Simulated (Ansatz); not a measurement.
Reaction (ligand exchange at a B–C bond): `C=C(I)BC` + `NCF` → `CBNCF` + `C=CI`

Gas-phase electronic energies from Ansatz, PBE0-D4/def2-TZVP geometries. CCSD(T)/CBS adds triple-zeta CCSD(T) − MP2 to the extrapolated MP2 energy (def2 sets, frozen cores). Functionals use def2-TZVPP. B3LYP here is the variant with VWN-RPA as its local correlation; programs differ in this. Elements past krypton have def2 core potentials. For I outer-core shells are correlated without core-valence functions, which leaves a few kJ/mol of doubt a bond. Each species was taken in one conformer, which may not be the lowest.

(1) Is it downhill or uphill in electronic energy at CCSD(T)/CBS, and by how much? (An estimate is asked.)

(2) What do these levels give: r2SCAN-D4, B3LYP-D4, ωB97M-V, B2PLYP, PBE, r2SCAN, HF/def2-TZVPP, MP2/def2-TZVPP, HF/def2-QZVPP, MP2/def2-QZVPP, HF/CBS(def2), CCSD/CBS(def2)? (An estimate is asked.)

Largest T1 diagnostic among the species: 0.012.

## Answers

(1) The calculation gave: Downhill: ΔE = -97.3 kJ/mol.

(2) Computed: r2SCAN-D4 -97.2, B3LYP-D4 -98.5, ωB97M-V -100.3, B2PLYP -102.1, PBE -99.0, r2SCAN -98.1, HF/def2-TZVPP -105.5, MP2/def2-TZVPP -96.8, HF/def2-QZVPP -106.0, MP2/def2-QZVPP -95.2, HF/CBS(def2) -106.1, CCSD/CBS(def2) -99.4 kJ/mol.

In def2-TZVPP, CCSD(T) changes the Hartree–Fock value by +5.2 kJ/mol (the triples alone add +2.1 kJ/mol) and MP2 by +8.7 kJ/mol. The D4 term adds +6.3 kJ/mol with B3LYP and +3.4 kJ/mol with PBE0; it sums over pairs of atoms, weighted by their polarisabilities, and B3LYP, whose exchange is more repulsive, gets the larger term.
